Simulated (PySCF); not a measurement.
Isomers of C3H12N2Si, mass 104.077 u with the commonest isotopes. Level of theory: PBE0-D3(BJ)/def2-SVP geometry optimisation, gas phase (PySCF 2.14.0). One conformer each, none proved a minimum here; rigid rotors.

Question: Order these by radius of gyration √(Σ m r²/M), largest first.
A. `[CH3:1][CH:2]([CH3:3])[NH:4][SiH2:5][NH2:6]` with C1–C2–N4–Si5 70°, C2–N4–Si5–N6 -156°, N4–Si5–N6–H -154° and 60°
B. `[CH3:1][CH:2]([CH3:3])[SiH:4]([NH2:5])[NH2:6]` with C1–C2–Si4–N5 65°, C2–Si4–N5–H 38° and -179°, C2–Si4–N6–H -87° and 63°
C. `[CH3:1][CH2:2][CH2:3][NH:4][SiH2:5][NH2:6]` with C1–C2–C3–N4 -179°, C2–C3–N4–Si5 94°, C3–N4–Si5–N6 57°, N4–Si5–N6–H 60° and -150°
D. `[CH3:1][CH2:2][NH:3][N:4]([CH3:5])[SiH3:6]` with C1–C2–N3–N4 63°, C2–N3–N4–C5 109°
E. `[CH3:1][CH2:2][CH2:3][SiH:4]([NH2:5])[NH2:6]` with C1–C2–C3–Si4 -176°, C2–C3–Si4–N5 -62°, C3–Si4–N5–H 35° and 178°, C3–Si4–N6–H 60° and -88°

Answer: C (2.164 Å), E (2.097 Å), A (1.976 Å), D (1.879 Å), B (1.820 Å).

Question: Order these by rotational constant B, largest first.
A. `[CH3:1][CH2:2][CH2:3][SiH:4]([NH2:5])[NH2:6]` with C1–C2–C3–Si4 -176°, C2–C3–Si4–N5 -62°, C3–Si4–N5–H 35° and 178°, C3–Si4–N6–H 60° and -88°
B. `[CH3:1][CH:2]([CH3:3])[NH:4][SiH2:5][NH2:6]` with C1–C2–N4–Si5 70°, C2–N4–Si5–N6 -156°, N4–Si5–N6–H -154° and 60°
C. `[CH3:1][CH2:2][CH2:3][NH:4][SiH2:5][NH2:6]` with C1–C2–C3–N4 -179°, C2–C3–N4–Si5 94°, C3–N4–Si5–N6 57°, N4–Si5–N6–H 60° and -150°
D. `[CH3:1][CH2:2][NH:3][N:4]([CH3:5])[SiH3:6]` with C1–C2–N3–N4 63°, C2–N3–N4–C5 109°

Answer: D (1997 MHz), B (1477 MHz), A (1316 MHz), C (1164 MHz).

Question: Order these by rotational constant A, largest first.
A. `[CH3:1][CH2:2][NH:3][N:4]([CH3:5])[SiH3:6]` with C1–C2–N3–N4 63°, C2–N3–N4–C5 109°
B. `[CH3:1][CH2:2][CH2:3][SiH:4]([NH2:5])[NH2:6]` with C1–C2–C3–Si4 -176°, C2–C3–Si4–N5 -62°, C3–Si4–N5–H 35° and 178°, C3–Si4–N6–H 60° and -88°
C. `[CH3:1][CH2:2][CH2:3][NH:4][SiH2:5][NH2:6]` with C1–C2–C3–N4 -179°, C2–C3–N4–Si5 94°, C3–N4–Si5–N6 57°, N4–Si5–N6–H 60° and -150°
D. `[CH3:1][CH:2]([CH3:3])[NH:4][SiH2:5][NH2:6]` with C1–C2–N4–Si5 70°, C2–N4–Si5–N6 -156°, N4–Si5–N6–H -154° and 60°

Answer: C (6221 MHz), B (5574 MHz), D (5394 MHz), A (3678 MHz).

| SMILES | point group | Ia (u·Å²) | Ib (u·Å²) | Ic (u·Å²) | κ | μa (D) | μb (D) | μc (D) |
| --- | --- | --- | --- | --- | --- | --- | --- | --- |
| CC(C)N[SiH2]N | C1 | 93.69 | 342.18 | 377.01 | -0.93 | 0.34 | 0.66 | 0.72 |
| CCNN(C)[SiH3] | C1 | 137.41 | 253.01 | 344.24 | -0.52 | 0.48 | 0.05 | 0.20 |
| CCC[SiH](N)N | C1 | 90.67 | 384.17 | 440.71 | -0.92 | 0.12 | 0.01 | 0.49 |
| CC(C)[SiH](N)N | C1 | 137.79 | 255.81 | 296.11 | -0.73 | 0.22 | 0.19 | 0.37 |
| CCCN[SiH2]N | C1 | 81.23 | 434.20 | 459.62 | -0.97 | 0.07 | 0.44 | 0.65 |
